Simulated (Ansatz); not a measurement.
Reaction (silylene loss): `O=CN[SiH3]` → `NC=O` + `[SiH2]`

Calculated with Ansatz (gas phase, PBE0-D4/def2-TZVP geometries, no zero-point term in ΔE). CCSD(T)/CBS is the MP2 limit (def2-TZVPP, def2-QZVPP) plus CCSD(T) − MP2 in def2-TZVPP, frozen cores. This one scheme is used for every species. DFT in def2-TZVPP. One conformer a species, not always the lowest.

| level | ΔE (eV) |
| --- | --- |
| PBE-D4 | 2.90 |
| revPBE | 2.65 |
| HF/def2-SVP | 2.77 |
| CCSD(T)/def2-SVP | 2.81 |

Question: What does CCSD(T)/CBS give? (Estimate.)

Answer: The calculation gave: +2.99 eV. The listed levels differ from it by -0.09, -0.34, -0.22, -0.18 eV.

Largest T1 diagnostic among the species: 0.016.

Leaving LDA and LC-ωPBE aside and taking each functional with its dispersion term where it has one, the values, not all of them listed here, spread over 0.37 eV, from BLYP-D4 to r2SCAN0-D4. LDA lies +0.36 eV from PBE without D4. At CCSD(T), def2-SVP lies −0.18 eV from the extrapolated value and def2-TZVPP −0.07 eV. From BLYP to BHLYP (50 % exact exchange), in def2-TZVPP and without D4, ΔE moves by +0.31 eV.
